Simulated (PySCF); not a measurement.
Dipole response of Ir (iridium, neutral)

[Xe] 4f14 5d9, 2D determinant (an excited configuration). All numbers are calculated (PySCF 2.14, a scalar-relativistic core potential, in def2-QZVPPD with the def2 core potential (60 electrons) (7s5p4d4f2g, 88 functions)). Coupled (time-dependent) response in atomic units; α is the mean over directions.

```tsv
method	mean α (bohr³)	α xx, yy, zz	C₆ (like pair)	S(−4)
UHF	36.27	41.67, 41.67, 25.49	310.8	887.2
PBE	39.43	33.33, 33.33, 51.65	339.6	1173
PBE0	37.50	31.43, 31.43, 49.63	324.1	953.0
```

S(−4) is the Cauchy moment in α(ω) = α(0) + S(−4) ω² + …

Spin-orbit coupling is absent.

α(iu) at UHF:

```json
{"u (hartree)": "0", "α(iu) (bohr³)": "36.27"}
{"u (hartree)": "0.0500", "α(iu) (bohr³)": "34.29"}
{"u (hartree)": "0.100", "α(iu) (bohr³)": "30.12"}
{"u (hartree)": "0.200", "α(iu) (bohr³)": "22.46"}
{"u (hartree)": "0.300", "α(iu) (bohr³)": "17.48"}
{"u (hartree)": "0.500", "α(iu) (bohr³)": "11.88"}
{"u (hartree)": "0.750", "α(iu) (bohr³)": "8.236"}
{"u (hartree)": "1.00", "α(iu) (bohr³)": "6.124"}
{"u (hartree)": "1.50", "α(iu) (bohr³)": "3.803"}
{"u (hartree)": "2.00", "α(iu) (bohr³)": "2.592"}
{"u (hartree)": "3.00", "α(iu) (bohr³)": "1.417"}
{"u (hartree)": "5.00", "α(iu) (bohr³)": "0.6014"}
```

A single London oscillator, α(iu) = α/(1 + u²/ω²), gives C₆ = (3/4) ω α². Matching the computed C₆ needs ω = 4 × 310.8 / (3 × 36.27²) = 0.315 hartree.

The components differ because the open shell of this determinant is not spherical; for a pure term their mean is the scalar polarisability.

⟨L²⟩ = 8.01 against 6 for a pure D term, so this real determinant mixes terms. Energies and moments cover only the electrons outside the core potential. Spin-orbit coupling, absent here, splits the open shell strongly. The s, p, d and f populations moved away from the nominal configuration during the SCF.
